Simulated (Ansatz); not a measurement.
Born–Oppenheimer molecular dynamics of C₃H₁₀OSi (15 atoms, charge 0, multiplicity 1). It starts from a relaxed structure.

The calculation used RKS LDA/6-31G in Ansatz.

```yaml
ensemble: NVE (velocity Verlet)
time_step: 0.25 fs
steps_asked: 300
starting_velocities_drawn_for: 3000 K
seed: 134845
```

First frame:

```xyz
15
Properties=species:S:1:pos:R:3
Si 0.054 0.013 0.047
C -0.019 -0.049 1.935
H -1.060 -0.103 2.303
H 0.533 -0.927 2.315
H 0.444 0.862 2.359
C 1.827 0.061 -0.566
H 2.367 -0.841 -0.228
H 1.845 0.078 -1.670
H 2.357 0.955 -0.189
C -0.926 1.506 -0.570
H -1.980 1.470 -0.239
H -0.478 2.438 -0.175
H -0.907 1.553 -1.673
O -0.558 -1.458 -0.643
H -1.480 -1.756 -0.484
```

(1) How far do the bonds stretch over the last three quarters of this one trajectory? (Pairs bonded in most of those frames.)

## Answers

(1) 
| bond | mean (Å) | spread (Å) | shortest | longest |
| --- | --- | --- | --- | --- |
| Si1–C2 | 1.918 | 0.086 | 1.77 | 2.04 |
| Si1–C6 | 1.901 | 0.040 | 1.84 | 1.98 |
| Si1–C10 | 1.924 | 0.121 | 1.75 | 2.11 |
| Si1–O14 | 1.767 | 0.072 | 1.66 | 1.89 |
| C2–H3 | 1.136 | 0.095 | 0.98 | 1.27 |
| C2–H4 | 1.118 | 0.054 | 1.03 | 1.20 |
| C2–H5 | 1.113 | 0.020 | 1.07 | 1.15 |
| C6–H7 | 1.166 | 0.131 | 0.95 | 1.35 |
| C6–H8 | 1.122 | 0.048 | 1.05 | 1.22 |
| C6–H9 | 1.121 | 0.030 | 1.06 | 1.19 |
| C10–H11 | 1.118 | 0.055 | 1.03 | 1.21 |
| C10–H12 | 1.129 | 0.072 | 1.00 | 1.25 |
| O14–H15 | 0.986 | 0.025 | 0.94 | 1.03 |

Mean temperature of the second half: 1588 K. The conserved energy stayed within 0.98 meV per atom of its start (net change 0.76 meV per atom), so the integration is sound. Over the second half the temperature averaged 0.53 of the 3000 K drawn at the start: a run that starts near a minimum puts about half its kinetic energy into the potential. A run of 0.075 ps of so small a system gives no equilibrium averages. Limits of this set-up: no polarisation functions.

Run time: 16 min on 1 thread of Arm Neoverse V1 (shared host), peak memory 0.12 GiB.
